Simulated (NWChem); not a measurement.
System: C2H7BS; SMILES CB(C)S

NWChem input:

```
start job
memory heap 200 mb stack 900 mb global 1100 mb
geometry units angstroms noautoz
  B     -0.001918    -0.379325     0.022188
  C      1.359051    -1.156718    -0.128880
  H      1.406258    -1.594165    -1.142313
  H      1.394076    -2.012334     0.566666
  H      2.263895    -0.549576     0.017712
  C     -1.379053    -1.140510     0.024175
  H     -1.403180    -1.918361    -0.756988
  H     -2.269621    -0.504809    -0.084903
  H     -1.471269    -1.680309     0.984505
  S      0.114885     1.406844     0.211467
  H     -1.202452     1.702158     0.279888
end
basis spherical
  * library def2-tzvpp
end
dft
  xc xtpss03 ctpss03
  iterations 150
  semidirect filesize 400000000
  mulliken
end
task dft energy
```

Excerpt of the output:

```
             Northwest Computational Chemistry Package (NWChem) 7.3.0
             --------------------------------------------------------

 C1  symmetry detected

                             Geometry "geometry" -> ""
                             -------------------------

 Output coordinates in angstroms (scale by  1.889725989 to convert to a.u.)

  No.       Tag          Charge          X              Y              Z
 ---- ---------------- ---------- -------------- -------------- --------------
    1 B                    5.0000     0.00862047    -0.38892829    -0.00606312
    2 C                    6.0000     1.41166056    -1.10364286     0.00165902
    3 H                    1.0000     1.54167523    -1.63867273    -0.95618963
    4 H                    1.0000     1.44451792    -1.88102079     0.78376749
    5 H                    1.0000     2.27596135    -0.43716281     0.13448136
    6 C                    6.0000    -1.32835223    -1.21862267    -0.00175010
    7 H                    1.0000    -1.26754948    -2.07201436    -0.69736176
    8 H                    1.0000    -2.23972029    -0.64591169    -0.22655118
    9 H                    1.0000    -1.45359150    -1.66217588     1.00308627
   10 S                   16.0000     0.02866696     1.41090759     0.00156054
   11 H                    1.0000    -1.30291688     1.64067151    -0.03533898

 Effective nuclear repulsion energy (a.u.)     144.1288037880

                                 NWChem DFT Module
                                 -----------------

 Summary of "ao basis" -> "ao basis" (spherical)
 ------------------------------------------------------------------------------
       Tag                 Description            Shells   Functions and Types
 ---------------- ------------------------------  ------  ---------------------
 B                         def2-tzvpp               11       31   5s3p2d1f
 C                         def2-tzvpp               11       31   5s3p2d1f
 H                         def2-tzvpp                6       14   3s2p1d
 S                         def2-tzvpp               14       42   5s5p3d1f

            General Information
            -------------------
          SCF calculation type: DFT
          Wavefunction type:  closed shell.
          No. of atoms     :    11
          No. of electrons :    40
           Alpha electrons :    20
            Beta electrons :    20
          Charge           :     0
          Spin multiplicity:     1
          Use of symmetry is: off; symmetry adaption is: off
          Maximum number of iterations: 150
          AO basis - number of functions:   233
                     number of shells:    89
          Convergence on energy requested:  1.00D-06
          Convergence on density requested:  1.00D-05
          Convergence on gradient requested:  5.00D-04

              XC Information
              --------------
                  TPSS metaGGA Exchange Functional  1.000
             TPSS03 metaGGA Correlation Functional  1.000

             Grid Information
             ----------------
          Grid used for XC integration:  medium
          Radial quadrature: Mura-Knowles
          Angular quadrature: Lebedev.
          Tag              B.-S. Rad. Rad. Pts. Rad. Cut. Ang. Pts.
          ---              ---------- --------- --------- ---------
          B                   0.85       49           9.0       434
          C                   0.70       49          11.0       434
          H                   0.35       45          12.0       434
          S                   1.00       88          11.0       590
          Grid pruning is: on
          Number of quadrature shells:   550
          Spatial weights used:  Erf1

      Superposition of Atomic Density Guess
      -------------------------------------

 Sum of atomic energies:        -500.85553499

      Non-variational initial energy
      ------------------------------

 Total energy =    -503.085288
 1-e energy   =    -971.806943
 2-e energy   =     324.592851
 HOMO         =      -0.348413
 LUMO         =       0.014974

------------------------------------------------------------
EAF file 0: "./job.aoints.0" size=1270349824 bytes
------------------------------------------------------------
               write      read    awrite     aread      wait
               -----      ----    ------     -----      ----
     calls:     2423         0         0         0         0
   data(b): 1.27e+09  0.00e+00  0.00e+00  0.00e+00
   time(s): 0.00e+00  0.00e+00  0.00e+00  0.00e+00  0.00e+00
rate(mb/s): 0.00e+00  0.00e+00
------------------------------------------------------------

     ---------------------------------------------
      Total Density - Mulliken Population Analysis
     ---------------------------------------------

    Atom       Charge   Shell Charges
 -----------   ------   -------------------------------------------------------
    1 B    5     4.55   0.92  1.06  0.55  0.47  0.04  0.76  0.56  0.03  0.04  0.10  0.02
    2 C    6     6.70   0.86  1.12  0.56  0.66  0.11  1.32  1.57  0.45  0.01  0.04  0.00
    3 H    1     0.81   0.23  0.40  0.14  0.01  0.02  0.00
    4 H    1     0.83   0.23  0.41  0.15  0.01  0.02  0.00
    5 H    1     0.83   0.24  0.42  0.14  0.01  0.02  0.00
    6 C    6     6.69   0.86  1.12  0.56  0.66  0.10  1.31  1.56  0.46  0.01  0.04  0.00
    7 H    1     0.82   0.23  0.41  0.14  0.01  0.02  0.00
    8 H    1     0.84   0.24  0.42  0.14  0.01  0.02  0.00
    9 H    1     0.81   0.23  0.40  0.14  0.01  0.02  0.00
   10 S   16    16.32   2.01  0.49  1.48  1.07  0.74  4.18  1.69  0.93  2.44  1.23  0.00  0.02  0.04  0.00
   11 H    1     0.80   0.19  0.42  0.15  0.01  0.03  0.00

   convergence    iter        energy       DeltaE   RMS-Dens  Diis-err
 ---------------- ----- ----------------- --------- --------- ---------
 d= 0,ls=0.0,diis     1   -503.5599210258 -6.48D+02  2.83D-03  6.43D-01
 d= 0,ls=0.0,diis     2   -503.5929889115 -3.31D-02  1.59D-03  1.44D-01
 d= 0,ls=0.0,diis     3   -503.6012020725 -8.21D-03  7.08D-04  8.62D-02
 d= 0,ls=0.0,diis     4   -503.6124486513 -1.12D-02  1.11D-04  1.08D-03
 d= 0,ls=0.0,diis     5   -503.6125526168 -1.04D-04  5.11D-05  2.78D-04
  Resetting Diis
 d= 0,ls=0.0,diis     6   -503.6125928296 -4.02D-05  9.92D-06  1.09D-05
 d= 0,ls=0.0,diis     7   -503.6125943110 -1.48D-06  6.02D-06  1.40D-06
 d= 0,ls=0.0,diis     8   -503.6125940567  2.54D-07  3.89D-06  3.25D-06

         Total DFT energy =     -503.612594056722
      One electron energy =     -976.361778388637
           Coulomb energy =      371.918693637912
    Exchange-Corr. energy =      -43.298313093982
 Nuclear repulsion energy =      144.128803787986

 Numeric. integr. density =       39.999987740027

                       DFT Final Molecular Orbital Analysis
                       ------------------------------------

 Vector   18  Occ=2.000000D+00  E=-2.891837D-01
              MO Center=  3.3D-01, -6.2D-01, -2.2D-02, r^2= 3.0D+00
   Bfn.  Coefficient  Atom+Function         Bfn.  Coefficient  Atom+Function
  ----- ------------  ---------------      ----- ------------  ---------------
     6      0.250147   1 B  px               37     -0.250030   2 C  px
    40     -0.190312   2 C  px              193      0.174986  10 S  py
   110     -0.153026   6 C  px                9      0.148513   1 B  px
    38      0.143278   2 C  py                7     -0.120982   1 B  py
   151      0.119866   8 H  s               113     -0.109880   6 C  px

 Vector   19  Occ=2.000000D+00  E=-2.732300D-01
              MO Center= -2.3D-01,  3.4D-01,  1.8D-03, r^2= 3.6D+00
   Bfn.  Coefficient  Atom+Function         Bfn.  Coefficient  Atom+Function
  ----- ------------  ---------------      ----- ------------  ---------------
   193      0.331764  10 S  py              196      0.214798  10 S  py
     7     -0.188441   1 B  py              192      0.181287  10 S  px
   111      0.173936   6 C  py              190      0.149378  10 S  py
   110      0.147655   6 C  px                6     -0.131526   1 B  px
   184     -0.124599  10 S  py              114      0.121963   6 C  py

 Vector   20  Occ=2.000000D+00  E=-2.482897D-01
              MO Center=  1.4D-04,  1.1D+00,  2.8D-03, r^2= 2.1D+00
   Bfn.  Coefficient  Atom+Function         Bfn.  Coefficient  Atom+Function
  ----- ------------  ---------------      ----- ------------  ---------------
   194      0.488195  10 S  pz              197      0.317992  10 S  pz
   191      0.221801  10 S  pz              185     -0.184395  10 S  pz
     8      0.112788   1 B  pz               11      0.091567   1 B  pz
   188     -0.085145  10 S  pz               14      0.051346   1 B  pz
   166     -0.050431   9 H  s                39     -0.046506   2 C  pz

 Vector   21  Occ=0.000000D+00  E=-4.374714D-02
              MO Center=  6.1D-03, -2.0D-01, -6.2D-03, r^2= 3.2D+00
   Bfn.  Coefficient  Atom+Function         Bfn.  Coefficient  Atom+Function
  ----- ------------  ---------------      ----- ------------  ---------------
    11      0.438920   1 B  pz               14      0.393724   1 B  pz
     8      0.388225   1 B  pz              197     -0.351372  10 S  pz
   166     -0.323908   9 H  s                65      0.312064   3 H  s
    79     -0.259861   4 H  s               138      0.230177   7 H  s
   194     -0.193236  10 S  pz              191     -0.111034  10 S  pz

 Vector   22  Occ=0.000000D+00  E=-4.694168D-03
              MO Center= -4.8D-01,  8.4D-01, -2.3D-02, r^2= 5.9D+00
   Bfn.  Coefficient  Atom+Function         Bfn.  Coefficient  Atom+Function
  ----- ------------  ---------------      ----- ------------  ---------------
    36      1.636307   2 C  s               109      1.541113   6 C  s
   222     -1.088090  11 H  s                 5     -0.987345   1 B  s
   182      0.840408  10 S  s               195     -0.684675  10 S  px
   152     -0.620282   8 H  s                93     -0.509918   5 H  s
    79     -0.403957   4 H  s                65     -0.353242   3 H  s

 Vector   23  Occ=0.000000D+00  E= 2.265025D-02
              MO Center= -2.5D-01, -8.0D-01,  3.9D-02, r^2= 7.8D+00
   Bfn.  Coefficient  Atom+Function         Bfn.  Coefficient  Atom+Function
  ----- ------------  ---------------      ----- ------------  ---------------
   109     -3.317087   6 C  s                 5      3.050785   1 B  s
    36     -2.504108   2 C  s                 4      1.530789   1 B  s
   166      0.790911   9 H  s               138      0.740342   7 H  s
   116     -0.638305   6 C  px               65      0.605139   3 H  s
   222     -0.576243  11 H  s               196      0.564286  10 S  py

------------------------------------------------------------
EAF file 0: "./job.aoints.0" size=1982332928 bytes
------------------------------------------------------------
               write      read    awrite     aread      wait
               -----      ----    ------     -----      ----
     calls:     3781         7         0     26460     26460
   data(b): 1.98e+09  3.67e+06  0.00e+00  1.39e+10
   time(s): 0.00e+00  0.00e+00  0.00e+00  0.00e+00  0.00e+00
rate(mb/s): 0.00e+00  0.00e+00
------------------------------------------------------------

     ---------------------------------------------
      Total Density - Mulliken Population Analysis
     ---------------------------------------------

    Atom       Charge   Shell Charges
 -----------   ------   -------------------------------------------------------
    1 B    5     4.85   0.92  1.06  0.51  0.46  0.03  0.98  0.65  0.07  0.05  0.12  0.02
    2 C    6     6.22   0.86  1.12  0.51  0.60  0.07  1.34  1.30  0.39  0.01  0.03  0.00
    3 H    1     0.94   0.27  0.49  0.13  0.01  0.03  0.00
    4 H    1     0.94   0.27  0.50  0.13  0.01  0.03  0.00
    5 H    1     0.94   0.27  0.50  0.13  0.01  0.03  0.00
    6 C    6     6.21   0.86  1.12  0.52  0.59  0.06  1.34  1.29  0.39  0.01  0.03  0.00
    7 H    1     0.94   0.27  0.50  0.13  0.01  0.03  0.00
    8 H    1     0.96   0.27  0.50  0.14  0.01  0.03  0.00
    9 H    1     0.93   0.27  0.49  0.13  0.01  0.03  0.00
   10 S   16    16.13   2.01  0.47  1.48  1.09  0.72  4.19  1.66  0.96  2.37  1.08  0.00  0.03  0.06  0.01
   11 H    1     0.93   0.24  0.51  0.13  0.01  0.04  0.00

     -------------------------------------------
      Total Density - Lowdin Population Analysis
     -------------------------------------------

    Atom       Charge   Shell Charges
 -----------   ------   -------------------------------------------------------
    1 B    5     5.76   0.95  0.99  0.33  0.28  0.14  0.83  0.92  0.42  0.08  0.71  0.12
    2 C    6     5.99   0.91  1.03  0.30  0.30  0.17  1.09  1.33  0.63  0.02  0.20  0.02
    3 H    1     0.96   0.25  0.38  0.16  0.02  0.13  0.03
    4 H    1     0.97   0.25  0.38  0.16  0.02  0.13  0.03
    5 H    1     0.98   0.25  0.39  0.16  0.02  0.13  0.03
    6 C    6     5.99   0.91  1.03  0.30  0.30  0.17  1.09  1.33  0.63  0.02  0.20  0.02
    7 H    1     0.97   0.25  0.38  0.16  0.02  0.13  0.03
    8 H    1     0.98   0.25  0.39  0.17  0.02  0.13  0.03
    9 H    1     0.96   0.25  0.38  0.16  0.02  0.14  0.03
   10 S   16    15.33   1.99  0.84  1.12  0.71  0.53  3.91  1.88  1.06  1.94  1.18  0.00  0.02  0.12  0.02
   11 H    1     1.12   0.24  0.44  0.21  0.01  0.18  0.02

     Multipole analysis of the density
     ---------------------------------

     L   x y z        total         alpha         beta         nuclear
     -   - - -        -----         -----         ----         -------
     0   0 0 0      0.000000    -20.000000    -20.000000     40.000000

     1   1 0 0     -0.292127     -0.146064     -0.146064      0.000000
     1   0 1 0     -0.308849     -0.154424     -0.154424     -0.000000
     1   0 0 1     -0.000624     -0.000312     -0.000312      0.000000

     2   2 0 0    -24.473915    -88.361863    -88.361863    152.249810
     2   1 1 0     -1.342386      0.921147      0.921147     -3.184679
     2   1 0 1     -0.033124      0.033648      0.033648     -0.100421
     2   0 2 0    -25.442178   -129.503781   -129.503781    233.565384
     2   0 1 1     -0.055116      0.064168      0.064168     -0.183452
     2   0 0 2    -25.538460    -18.290100    -18.290100     11.041741
```

Level: TPSS/def2-TZVPP. Geometry: optimised at PBE0/def2-SVP.
